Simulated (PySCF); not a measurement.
Species: C5H12P2Se.
Bonds: C1–P2, P2–Se3 (double), P2–C4, C4–C5, C5–P6, P6–C7, C7–C8, P2–C8. Hydrogens: H9, H10, H11 on C1; H12, H13 on C4; H14, H15 on C5; H16 on P6; H17, H18 on C7; H19, H20 on C8.

Computed by this run: PBE0-D3(BJ)/def2-SVP geometry optimisation, gas phase (PySCF); density fitting, grid level 1; the optimiser is geomeTRIC in internal coordinates, started from a GFN2-xTB structure with every atom displaced at random (about 0.01 Å).

Step 0: E = -89271.0083 eV
```
atom  x, y, z in Å  |  force x, y, z in eV/Å
C1     -2.4655   -0.5552   -0.8013   -0.965   1.619   1.075
P2     -1.0291   -0.0025    0.1545    0.260  -0.094  -0.470
Se3    -1.4791    0.7044    2.0683   -0.070   0.108   0.283
C4     -0.1391    1.2431   -0.9106   -2.091   0.554   0.594
C5      1.1874    1.5531   -0.3149    0.475   0.102   0.547
P6      2.3233    0.1020   -0.5077    0.267  -0.150  -0.008
C7      1.4743   -1.0268    0.7076   -0.401   0.565  -0.369
C8      0.1264   -1.4431    0.1456   -0.655   0.043   1.168
H9     -2.2095   -0.8708   -1.7795    0.426  -0.569  -1.390
H10    -2.9837   -1.3307   -0.2435   -0.101  -0.397   0.180
H11    -3.1785    0.3130   -0.8713    0.533  -0.581   0.040
H12    -0.0684    0.8494   -1.9167    0.073  -0.281  -0.700
H13    -0.8357    2.1430   -0.9385    0.711  -0.790   0.032
H14     1.6234    2.4191   -0.8072    0.306   0.356  -0.210
H15     1.0714    1.7956    0.7574   -0.023   0.093  -0.105
H16     3.2856    0.5685    0.4121    0.423   0.107   0.105
H17     1.3281   -0.4995    1.6629   -0.016  -0.105   0.098
H18     2.0907   -1.8940    0.8780    0.531  -0.636   0.134
H19    -0.3520   -2.2213    0.7873    0.151   0.319  -0.261
H20     0.1791   -1.8317   -0.8620    0.166  -0.263  -0.742
```

**Question.** Estimate the geometry and energy of step 1. (The exact step hangs on the optimiser's Hessian estimate; all steps are aligned on step 0, rigid shifts and turns removed.)

**Answer.** E = -89271.1740 eV, largest force 0.442 eV/Å
```
atom  x, y, z in Å  |  force x, y, z in eV/Å
C1     -2.5065   -0.5189   -0.7874    0.168  -0.252  -0.320
P2     -1.0512   -0.0122    0.1729    0.061   0.146   0.045
Se3    -1.4916    0.6948    2.1070    0.014  -0.015  -0.046
C4     -0.1835    1.2035   -0.8976    0.412  -0.099  -0.125
C5      1.1875    1.5681   -0.3175   -0.101  -0.004  -0.104
P6      2.3754    0.1352   -0.4514   -0.072   0.028   0.066
C7      1.4831   -1.0360    0.7021    0.191  -0.158   0.076
C8      0.1148   -1.4340    0.1554   -0.007  -0.040  -0.264
H9     -2.2248   -0.8480   -1.8100   -0.063   0.061   0.306
H10    -3.0229   -1.3318   -0.2555    0.004   0.059  -0.021
H11    -3.1736    0.3471   -0.8533   -0.126   0.072   0.022
H12    -0.0840    0.7616   -1.9105   -0.022   0.050   0.133
H13    -0.7978    2.1054   -0.9843   -0.275   0.088   0.044
H14     1.6104    2.4206   -0.8709    0.018  -0.007  -0.042
H15     1.0578    1.8855    0.7281    0.004   0.015   0.078
H16     3.3415    0.6201    0.4864   -0.044  -0.059  -0.027
H17     1.3537   -0.5859    1.6989   -0.008   0.021   0.035
H18     2.1247   -1.9296    0.8252   -0.155   0.094  -0.043
H19    -0.3489   -2.2204    0.7690    0.002  -0.045   0.047
H20     0.1849   -1.8095   -0.8863    0.000   0.044   0.141
```

The energy changes by -0.1657 eV. The first-order estimate −F·Δx gives -0.4168 eV and the mean of the old and new forces, exact on a quadratic surface, -0.1687 eV. The step makes an angle of 70° with the force vector and moves no atom by more than 0.106 Å.

The cost below is that of the whole optimisation. Hardware: an Arm Neoverse V1 with one thread, shared host. Cost: 3.3 min, 0.98 GiB resident at most.
